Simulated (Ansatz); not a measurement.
`[NH2][Ga]([NH2])[SH]` and `[NH2][Ga]([NH2])[OH]` differ in one element.

Ansatz, PBE0-D4/def2-TZVP geometries, multiplicity 1. Each molecule was computed in one conformer, which needn't be the lowest.

Scalar relativity is left out up to krypton.

| property | `[NH2][Ga]([NH2])[SH]` |
| --- | --- |
| size of the dipole moment (PBE/def2-TZVPP) / D | 2.14 |
| HOMO energy (ωB97M-V/def2-TZVPP) / eV | -9.38 |
| zero-point energy (PBE0-D4/def2-TZVP) / kJ/mol | 156.8 |
| HOMO energy (PBE0/def2-TZVPP) / eV | -7.07 |
| LUMO energy (PBE/def2-TZVPP) / eV | -0.96 |
| HOMO energy (PBE/def2-TZVPP) / eV | -5.64 |

(1) What does the change do to each property? (An estimate is asked.)

Answers

(1) Ansatz gave: 
```
                                      property  `[NH2][Ga]([NH2])[OH]`  shift
size of the dipole moment (PBE/def2-TZVPP) / D                    1.75  -0.39
         HOMO energy (ωB97M-V/def2-TZVPP) / eV                   -9.47  -0.09
zero-point energy (PBE0-D4/def2-TZVP) / kJ/mol                   168.3   11.5
            HOMO energy (PBE0/def2-TZVPP) / eV                   -7.08  -0.01
             LUMO energy (PBE/def2-TZVPP) / eV                   -1.00  -0.04
             HOMO energy (PBE/def2-TZVPP) / eV                   -5.62   0.02
```

Dipoles are sizes alone; their direction can turn.
